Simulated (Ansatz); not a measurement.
Ansatz (a first-principles code) input (CCSD(T)/def2-SVPD):

Ansatz 0.2 input:
```yaml
crystal:
  periodic: [false, false, false]
  atoms:
    - {symbol: Ge, position_ang: [-0.30163006, -0.26910692, -0.03797258]}
    - {symbol: O, position_ang: [-1.51466084, -1.35134318, -0.19068254]}
    - {symbol: Cl, position_ang: [-0.30317526, 1.74343749, -0.73241740]}
    - {symbol: Cl, position_ang: [1.58373106, -0.60095708, 0.89362816]}
basis:
  gaussian:
    orbitals: def2-SVPD
magnetization: {spin_polarized: false}
correlation: {method: ccsd_t, electrons: outside_noble_gas}
output: {forces: true}
```

End of the output:

```
integrals: 0.19 GiB planned
1078 factors; integrals over basis functions are off by at most 9.1e-4 eV
mean field: 0.64 GiB planned
mean field evaluation 1: about -83497.5847 eV, gradient 4.9e1 eV
mean field evaluation 2: about -83497.6382 eV, gradient 4.9e1 eV
mean field evaluation 4: about -83502.6949 eV, gradient 3.8e0 eV
mean field evaluation 8: about -83502.7502 eV, gradient 4.0e-1 eV
mean field evaluation 16: about -83502.7511 eV, gradient 2.8e-6 eV
mean field -83502.75108026 eV, -3068.6695020021 hartree, gradient 2.8e-6 eV, S^2 0.000000; 0 other end points of the search recorded, 0 dependent functions left out
25 core orbitals not correlated
reference -83502.75108026 eV, -3068.6695020021 hartree; 12, 12 occupied and 78, 78 virtual orbitals, 1078 factors
densities: 0.66 GiB planned
second order -15.99103535 eV of doubles, -0.00000000 eV of singles
coupled cluster: 0.43 GiB planned
cycle   1  -15.80406344 eV  change    1.9e-1 eV  update   1.5e-1
cycle   2  -16.27972662 eV  change   -4.8e-1 eV  update   6.8e-2
cycle   3  -16.43835096 eV  change   -1.6e-1 eV  update   3.0e-2
cycle   4  -16.44107241 eV  change   -2.7e-3 eV  update   9.6e-3
cycle   5  -16.43296502 eV  change    8.1e-3 eV  update   3.6e-3
cycle   6  -16.43431534 eV  change   -1.4e-3 eV  update   1.5e-3
cycle   7  -16.43426979 eV  change    4.6e-5 eV  update   6.0e-4
cycle   8  -16.43415951 eV  change    1.1e-4 eV  update   2.7e-4
cycle   9  -16.43431447 eV  change   -1.5e-4 eV  update   9.1e-5
cycle  10  -16.43433098 eV  change   -1.7e-5 eV  update   3.3e-5
cycle  11  -16.43429811 eV  change    3.3e-5 eV  update   1.3e-5
cycle  12  -16.43430150 eV  change   -3.4e-6 eV  update   5.7e-6
perturbative correction -0.63829263 eV, -0.0234568215 hartree
the calculation of the forces begins
Total energy: -83519.82367439 eV, -3069.2969082640 hartree
Atom 0 at    -0.301630    -0.269107    -0.037973 Å, force     0.226244     0.201849     0.028482 eV/Å
Atom 1 at    -1.514661    -1.351343    -0.190683 Å, force    -0.506096    -0.451527    -0.063713 eV/Å
Atom 2 at    -0.303175     1.743437    -0.732417 Å, force     0.007186     0.289763    -0.096774 eV/Å
Atom 3 at     1.583731    -0.600957     0.893628 Å, force     0.272667    -0.040085     0.132005 eV/Å
Dipole moment:     0.418410     0.373295     0.052674 e Å
```
